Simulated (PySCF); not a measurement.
## Nuclear quadrupole coupling in `CC(=O)c1pc(C)cs1`

C6H7OPS.
Geometry (GFN2-xTB, Å), atoms numbered from 1 in this order:
```xyz
16
C6H7OPS angstrom
C      3.0545    0.5049    0.1652
C      2.2434   -0.7636    0.0664
O      2.7444   -1.8690    0.0367
C      0.7992   -0.5853    0.0079
P     -0.0573    0.9122    0.0397
C     -1.6457    0.1280   -0.0709
C     -2.9108    0.9302   -0.0921
C     -1.6364   -1.2299   -0.1337
S     -0.1347   -2.0441   -0.1032
H      4.1116    0.2566    0.2039
H      2.7736    1.0544    1.0613
H      2.8571    1.1370   -0.6981
H     -3.7788    0.2789   -0.1613
H     -2.9941    1.5297    0.8135
H     -2.9142    1.6104   -0.9429
H     -2.5195   -1.8415   -0.2038
```

Field gradients from the PBE0/pcSseg-1 density (PySCF, non-relativistic), principal values in atomic units, ordered |Vxx| ≤ |Vyy| ≤ |Vzz|:

```json
{"atom": "O3", "Vxx": "0.5975", "Vyy": "1.3362", "Vzz": "-1.9337"}
{"atom": "S9", "Vxx": "-0.4738", "Vyy": "-1.2469", "Vzz": "1.7206"}
```

Problem. Find the asymmetry η = (Vxx − Vyy)/Vzz and the couplings χ = eQV/h (234.96 MHz × Q in barn × V in au), with Q(17O) = −0.0256 b, Q(33S) = −0.0678 b.

Solution. 
```json
{"atom": "O3", "environment": "ketone oxygen", "nucleus": "17O", "η": "0.38", "χzz (MHz)": "11.63", "χxx (MHz)": "-3.59", "χyy (MHz)": "-8.04"}
{"atom": "S9", "environment": "thiophene-type sulfur", "nucleus": "33S", "η": "0.45", "χzz (MHz)": "-27.41", "χxx (MHz)": "7.55", "χyy (MHz)": "19.86"}
```

Problem. What is Vzz at S9 in SI units (1 au = 9.71736 × 10²¹ V/m²)?

Solution. 1.7206 au = 16.720 × 10²¹ V/m².

Problem. What couplings would deuterons (Q(2H) = 0.00286 b) have in place of the hydrogens, at this geometry?

Solution. 
| atom | bonded to | bond length (Å) | Vzz (au) | η | χzz (kHz) |
| --- | --- | --- | --- | --- | --- |
| H10 | C1 | 1.087 | 0.3136 | 0.01 | 211 |
| H11 | C1 | 1.088 | 0.3115 | 0.03 | 209 |
| H12 | C1 | 1.088 | 0.3115 | 0.03 | 209 |
| H13 | C7 | 1.087 | 0.3135 | 0.04 | 211 |
| H14 | C7 | 1.089 | 0.3099 | 0.03 | 208 |
| H15 | C7 | 1.089 | 0.3098 | 0.03 | 208 |
| H16 | C8 | 1.076 | 0.3342 | 0.09 | 225 |

Geometry: GFN2-xTB, one conformer, isolated molecule. GFN2-xTB bond lengths can be off by several hundredths of an ångström, more for odd bonds, and the gradients follow them. A larger basis could move these couplings by a tenth or more.
